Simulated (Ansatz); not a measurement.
A single point on ClH9O12Si3Sn, SMILES `O[Si](O)(O)[O][Sn]([Cl])([O][Si](O)(O)O)[O][Si](O)(O)O`.

```yaml
crystal:
  periodic: [false, false, false]
  atoms:
    - {symbol: O, position_ang: [-1.754001, 4.145222, 0.340482]}
    - {symbol: Si, position_ang: [-1.550538, 2.558541, 0.084699]}
    - {symbol: O, position_ang: [-2.276083, 1.766645, 1.344013]}
    - {symbol: O, position_ang: [-2.261121, 2.085389, -1.281536]}
    - {symbol: O, position_ang: [0.041100, 2.175489, 0.095206]}
    - {symbol: Sn, position_ang: [0.844910, 0.571097, 0.792388]}
    - {symbol: Cl, position_ang: [0.747269, 0.612198, 3.077422]}
    - {symbol: O, position_ang: [-0.087882, -0.968279, 0.068685]}
    - {symbol: Si, position_ang: [-1.626210, -1.429983, -0.196599]}
    - {symbol: O, position_ang: [-2.022682, -0.710999, -1.627987]}
    - {symbol: O, position_ang: [-1.725209, -3.035184, -0.419758]}
    - {symbol: O, position_ang: [-2.618182, -1.014339, 1.013665]}
    - {symbol: O, position_ang: [2.620578, 0.401776, 0.101682]}
    - {symbol: Si, position_ang: [3.368941, -1.004592, -0.278479]}
    - {symbol: O, position_ang: [2.510203, -1.840829, -1.385577]}
    - {symbol: O, position_ang: [4.840269, -0.733919, -0.906473]}
    - {symbol: O, position_ang: [3.516977, -1.782037, 1.146785]}
    - {symbol: H, position_ang: [-1.298041, 4.763569, -0.231025]}
    - {symbol: H, position_ang: [-2.123319, 2.121923, 2.222801]}
    - {symbol: H, position_ang: [-2.147218, 1.162009, -1.560584]}
    - {symbol: H, position_ang: [-2.790543, -1.074194, -2.075249]}
    - {symbol: H, position_ang: [-1.917035, -3.573169, 0.349650]}
    - {symbol: H, position_ang: [-2.674646, -0.072328, 1.242081]}
    - {symbol: H, position_ang: [1.567984, -1.930546, -1.209591]}
    - {symbol: H, position_ang: [4.882459, -0.548130, -1.845459]}
    - {symbol: H, position_ang: [3.932010, -2.645329, 1.138748]}
basis:
  gaussian: {orbitals: def2-QZVPP}
correlation: {method: mp2}
```

```sh
$ ansatz run in.yaml --threads 11 --pin off --events-out ev --progress --plain --max-ram 174080MiB --backend cuda --devices 0, --max-vram 75GiB
```

Output, abridged:

```
Functional definition: HF
8125 factors; integrals over basis functions are off by at most 1.1e-3 eV
mean field evaluation 1: about -66502.7671 eV, gradient 1.1e2 eV
mean field evaluation 2: about -66503.1979 eV, gradient 1.1e2 eV
mean field evaluation 4: about -66522.1273 eV, gradient 6.3e0 eV
mean field evaluation 8: about -66522.2786 eV, gradient 7.5e-1 eV
mean field -66522.27994556 eV, -2444.6486975784 hartree, gradient 1.8e-6 eV, S^2 0.000000; 0 other end points of the search recorded, 0 dependent functions left out
36 core orbitals not correlated: weight in the atoms' cores, before any rotation towards them, 1.000 or more for the frozen orbitals, at most 0.000 for the correlated occupied ones
reference -66522.27994556 eV, -2444.6486975784 hartree; 57, 57 occupied and 1223, 1223 virtual orbitals, 8125 factors
second order -114.06529230 eV of doubles, -0.00000000 eV of singles
Total energy: -66636.34523786 eV, -2448.8405197544 hartree
```

Run time 11 s (11 threads of an AMD EPYC 7R13 on a shared host and a whole NVIDIA H100 80 GB); peak host memory 2.3 GiB.
